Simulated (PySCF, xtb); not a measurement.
C5H6Se, SMILES C(C1=C[Se]C1)=C.

Coordinates come from a B3LYP-D3(BJ)/def2-SVP optimisation. The structure was generated by enumeration, and PubChem lists no compound with its InChIKey, so it may never have been made. Other conformers were not sampled.

Method: IEF-PCM-M06-2X/def2-SVP run with PySCF.

The values are the electrostatic part of the solvation free energy, E(continuum) − E(gas) at the gas-phase geometry, in a cavity of scaled van der Waals radii (PySCF's table); cavitation and dispersion terms are not included. In vacuum the orbital gap is 6.67 eV. The dipole moment in vacuum is 1.15 D.

Computed values in water (ε = 78.36), n-hexane (ε = 1.88), dimethylsulfoxide (ε = 46.83):
| solvent | ε | ΔG(elec) (kcal/mol) | dipole (D) | gap (eV) |
|---|---|---|---|---|
| water | 78.36 | -3.6 | 1.71 | 6.77 |
| n-hexane | 1.88 | -1.2 | 1.34 | 6.70 |
| dimethylsulfoxide | 46.83 | -3.5 | 1.70 | 6.77 |

For comparison, GFN2-xTB/ALPB(water) (xtb, at the GFN2-xTB geometry, all terms of that model) gives -0.9 kcal/mol.
